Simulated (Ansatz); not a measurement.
Ansatz (a first-principles code) input (MP2/3-21G): The .json file is the Basis Set Exchange's 3-21G.

Ansatz 0.2 input:
```yaml
crystal:
  periodic: [false, false, false]
  atoms:
    - {symbol: I, position_ang: [1.87422500, -0.88355900, 0.46690400]}
    - {symbol: C, position_ang: [-0.16526200, -0.22056800, 0.03739100]}
    - {symbol: C, position_ang: [-1.25669700, -1.10990900, 0.13500000]}
    - {symbol: C, position_ang: [-2.38479700, -0.46125100, -0.17678400]}
    - {symbol: Se, position_ang: [-2.10921500, 1.47163500, -0.65107100]}
    - {symbol: C, position_ang: [-0.30429500, 1.08187900, -0.32280400]}
    - {symbol: H, position_ang: [-3.41601100, -0.78159600, -0.22140700]}
    - {symbol: H, position_ang: [0.46169000, 1.83371900, -0.42491500]}
basis:
  gaussian:
    orbitals: 3-21G.json
total_charge: -1
magnetization: {spin_polarized: false}
correlation: {method: mp2, electrons: outside_noble_gas}
```

Output:

```
Functional definition: HF
integrals: 0.07 GiB planned
1160 factors; integrals over basis functions are off by at most 1.0e-3 eV
mean field: 0.86 GiB planned
mean field evaluation 1: about -256546.9911 eV, gradient 2.8e1 eV
mean field evaluation 2: about -256546.9991 eV, gradient 2.8e1 eV
mean field evaluation 4: about -256549.4891 eV, gradient 3.6e0 eV
mean field evaluation 8: about -256549.5734 eV, gradient 2.2e-1 eV
mean field -256549.57420592 eV, -9428.0229565203 hartree, gradient 2.1e-6 eV, S^2 0.000000; 0 other end points of the search recorded, 0 dependent functions left out; unrestricted orbitals would lower it
mean field evaluation 16: about -256549.6098 eV, gradient 3.2e-1 eV
41 core orbitals not correlated
reference -256549.57420592 eV, -9428.0229565203 hartree; 16, 16 occupied and 39, 39 virtual orbitals, 1160 factors
second order -12.03142646 eV of doubles, -0.00000000 eV of singles
Total energy: -256561.60563237 eV, -9428.4651032873 hartree
```

The dipole moment of an ion depends on the origin.

The geometry given is a B3LYP-D3(BJ)/def2-TZVP minimum.
